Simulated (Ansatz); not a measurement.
The same path of H2OSTe (5 atoms, charge 0, multiplicity 1) was run twice with different band settings. The coordinate that changes most is the dihedral H4–S1–O2–Te3.

Method: RKS B3LYP/def2-SVP in Ansatz 0.2.0.

Relaxed end points:

```xyz
5
Properties=species:S:1:pos:R:3
S -1.354 -0.999 -0.059
O -0.395 -0.041 0.928
Te 1.650 -0.006 0.711
H -1.530 -0.126 -1.093
H 1.629 1.173 -0.487
```

```xyz
5
Properties=species:S:1:pos:R:3
S -1.485 0.065 -0.454
O -0.344 -0.040 0.771
Te 1.663 -0.195 0.345
H -1.695 -1.267 -0.664
H 1.862 1.437 0.002
```

Common settings: movable images 5; climbing image yes; spring 5.0 eV/Å²; start path through a guess of the saddle point; force threshold 0.05 eV/Å; iteration limit 60; end points relaxed.

| run | optimiser | largest step |
| --- | --- | --- |
| 1 | quadratic models (default) | default |
| 2 | fire | 0.02 Å |

**Question.** What does each run give, and how far can it be trusted?

**Answer.** Run 1: converged after 7 iterations, highest image 0.209 eV above the first end. A vibrational analysis at the climbing image gives one clearly imaginary mode, 293i cm⁻¹: a first-order saddle point.
Run 2: converged after 36 iterations, highest image 0.208 eV above the first end. Another band between the same ends (5 images) ends at a top of the same energy, where a vibrational analysis finds 1 clearly imaginary mode.
